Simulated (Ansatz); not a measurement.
One change: `FBOC(F)(F)F` becomes `FC(F)(F)[O][GeH2][Cl]`.

Ansatz, PBE0-D4/def2-TZVP geometries, multiplicity 1. Each molecule was computed in one conformer, which needn't be the lowest.

Scalar relativity is left out up to krypton.

```
                                        property  `FBOC(F)(F)F`
           LUMO energy (ωB97M-V/def2-TZVPP) / eV           1.41
             HOMO–LUMO gap (PBE/def2-TZVPP) / eV           7.44
              HOMO energy (PBE0/def2-TZVPP) / eV         -10.80
size of the dipole moment (B3LYP/def2-TZVPP) / D           0.82
            HOMO–LUMO gap (PBE0/def2-TZVPP) / eV          10.22
              LUMO energy (PBE0/def2-TZVPP) / eV          -0.58
```

Task: Give the same properties after the change, and the shifts. (Estimate.)

Result: The calculation gave: 
```json
{"property": "LUMO energy (ωB97M-V/def2-TZVPP) / eV", "`FC(F)(F)[O][GeH2][Cl]`": "1.43", "shift": "0.02"}
{"property": "HOMO–LUMO gap (PBE/def2-TZVPP) / eV", "`FC(F)(F)[O][GeH2][Cl]`": "6.48", "shift": "-0.96"}
{"property": "HOMO energy (PBE0/def2-TZVPP) / eV", "`FC(F)(F)[O][GeH2][Cl]`": "-9.41", "shift": "1.39"}
{"property": "size of the dipole moment (B3LYP/def2-TZVPP) / D", "`FC(F)(F)[O][GeH2][Cl]`": "3.01", "shift": "2.19"}
{"property": "HOMO–LUMO gap (PBE0/def2-TZVPP) / eV", "`FC(F)(F)[O][GeH2][Cl]`": "8.89", "shift": "-1.33"}
{"property": "LUMO energy (PBE0/def2-TZVPP) / eV", "`FC(F)(F)[O][GeH2][Cl]`": "-0.52", "shift": "0.06"}
```

With PBE0 the HOMO rises by 1.39 eV and the LUMO rises by 0.06 eV, so the gap narrows by about 1.33 eV. PBE moves the HOMO by 1.07 eV and ωB97M-V by 1.54 eV. Dipoles are sizes alone; their direction can turn.

B3LYP here is the variant with VWN-RPA as its local correlation; programs differ in this.
